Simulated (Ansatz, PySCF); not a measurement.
Process, species as SMILES: CO[B]OC -> [CH2]CB(O)O
Structures are relaxed separately at B3LYP-D3(BJ)/def2-TZVP in Ansatz (a quantum-chemistry and plane-wave program), one conformer each, not searched for the lowest. Frequencies are from Ansatz or PySCF.

Quantity: isomerisation energy (enthalpy at 298 K, with B3LYP-D3(BJ) rigid-rotor harmonic-oscillator terms), in kJ/mol. Correlated levels leave the core frozen unless marked. Open shells are spin-unrestricted. Spin-orbit coupling is left out. No relativistic terms. CBS marks a two-point X^-3 extrapolation of the correlation energy; Hartree-Fock from the larger set. The bracket is a focal-point correction in the basis named.

| level | program | isomerisation energy (kJ/mol) |
|---|---|---|
| HF/STO-3G | Ansatz | -91.6 |

Question: Predict the RI-MP2/CBS(cc-pVTZ,cc-pVQZ)+[CCSD(T)-MP2]/cc-pVTZ result (Ansatz).

Answer: -172.2 kJ/mol
